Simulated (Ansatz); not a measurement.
`[OH][Ti]([F])([F])[Cl]` + H₂O → `[OH][Ti]([OH])([F])[Cl]` + H–F  (formal hydrolysis of a Ti–F bond)

Calculated with Ansatz (gas phase, PBE0-D4/def2-TZVP geometries, no zero-point term in ΔE). CCSD(T)/CBS is the MP2 limit (def2-TZVPP, def2-QZVPP) plus CCSD(T) − MP2 in def2-TZVPP, frozen cores. This one scheme is used for every species. Functionals use def2-TZVPP. B3LYP here is the variant with VWN-RPA as its local correlation; programs differ in this. HSE06 is defined as in plane-wave codes. For Ti outer-core shells are correlated without core-valence functions, which leaves a few kJ/mol of doubt a bond. Scalar relativity is left out up to krypton. Each species was taken in one conformer, which may not be the lowest.

```json
{"level": "LDA (SPW92)", "ΔE (kJ/mol)": "40.9", "difference from CCSD(T)/CBS": "5.1"}
{"level": "revPBE-D4", "ΔE (kJ/mol)": "44.6", "difference from CCSD(T)/CBS": "8.8"}
{"level": "BLYP-D4", "ΔE (kJ/mol)": "44.8", "difference from CCSD(T)/CBS": "9.0"}
{"level": "PBE0-D4", "ΔE (kJ/mol)": "41.9", "difference from CCSD(T)/CBS": "6.1"}
{"level": "B3LYP-D4", "ΔE (kJ/mol)": "42.4", "difference from CCSD(T)/CBS": "6.6"}
{"level": "CAM-B3LYP-D4", "ΔE (kJ/mol)": "43.5", "difference from CCSD(T)/CBS": "7.7"}
{"level": "ωB97M-V", "ΔE (kJ/mol)": "43.5", "difference from CCSD(T)/CBS": "7.7"}
{"level": "PBE-QIDH", "ΔE (kJ/mol)": "39.3", "difference from CCSD(T)/CBS": "3.5"}
{"level": "BLYP", "ΔE (kJ/mol)": "49.1", "difference from CCSD(T)/CBS": "13.3"}
{"level": "PBE0", "ΔE (kJ/mol)": "43.7", "difference from CCSD(T)/CBS": "7.9"}
{"level": "HSE06", "ΔE (kJ/mol)": "43.5", "difference from CCSD(T)/CBS": "7.7"}
{"level": "HF/def2-SVP", "ΔE (kJ/mol)": "38.4", "difference from CCSD(T)/CBS": "2.6"}
{"level": "CCSD/def2-SVP", "ΔE (kJ/mol)": "40.1", "difference from CCSD(T)/CBS": "4.3"}
{"level": "CCSD/def2-TZVPP", "ΔE (kJ/mol)": "38.7", "difference from CCSD(T)/CBS": "2.9"}
{"level": "MP2/def2-QZVPP", "ΔE (kJ/mol)": "34.0", "difference from CCSD(T)/CBS": "-1.8"}
{"level": "HF/CBS(def2)", "ΔE (kJ/mol)": "45.7", "difference from CCSD(T)/CBS": "9.9"}
{"level": "CCSD(T)/CBS", "ΔE (kJ/mol)": "35.8", "difference from CCSD(T)/CBS": "0"}
```

Largest T1 diagnostic among the species: 0.024, so the coupled-cluster value is less sure than usual.

At CCSD(T), def2-SVP lies +4.8 kJ/mol from the extrapolated value and def2-TZVPP +2.1 kJ/mol. From BLYP to BHLYP (50 % exact exchange), in def2-TZVPP and without D4, ΔE moves by −5.8 kJ/mol. The D4 term adds −3.3 kJ/mol with B3LYP and −1.8 kJ/mol with PBE0; it sums over pairs of atoms, weighted by their polarisabilities, and B3LYP, whose exchange is more repulsive, gets the larger term.

CCSD(T)/CBS has its own doubt, a few kJ/mol and more with outer-core shells, so smaller differences from it don't rank the levels.
